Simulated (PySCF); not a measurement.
Exact mass, isotope pattern and composition

Species: Cl6Ga3H3O3.

Calculated from tabulated atomic weights, isotope masses and abundances; no fragmentation.

(1) What are the average molar mass and the monoisotopic mass?

(2) Give the isotope pattern of the molecular ion M+•, merging species of the same nominal mass.

(3) What is the composition by mass?

(4) Which m/z would the protonated, sodiated and deprotonated molecule have?

(5) What resolving power m/Δm just matches the spacing of the species with one 37Cl and with one 71Ga?

Results:

(1) For Cl6Ga3H3O3, with standard atomic weights, 3 × 69.723 + 6 × 35.450 + 3 × 15.999 + 3 × 1.008 = 472.890 g/mol. From the most abundant isotopes (69Ga, 35Cl, 16O, 1H), 3 × 68.925574 + 6 × 34.968853 + 3 × 15.994915 + 3 × 1.007825 = 467.5981 u.

(2) 
```
nominal mass  m/z (centroid)  relative intensity
         468        467.5975                14.9
         470        469.5956                58.5
         472        471.5936               100.0
         473        472.5983                 0.1
         474        473.5916                98.1
         475        474.5962                 0.1
         476        475.5894                61.0
         478        477.5871                24.9
         480        479.5848                 6.7
         482        481.5825                 1.2
         484        483.5801                 0.1
```

Lines under 0.1 % of the tallest are left out. One electron mass, 0.00055 u, is taken off. Abundances used (%; other tables differ somewhat): 69Ga 60.108, 71Ga 39.892; 35Cl 75.78, 37Cl 24.22; 16O 99.757, 17O 0.038, 18O 0.205; 1H 99.9885, 2H 0.0115.

(3) Ga 44.23 %, Cl 44.98 %, O 10.15 %, H 0.64 %.

(4) [M+H]+ 468.6053, [M+Na]+ 490.5873, [M−H]− 466.5908, for the monoisotopic species (arithmetic only; whether such ions form is another matter).

(5) They lie 0.00208 u apart at mass 469.60, so m/Δm is about 230000.
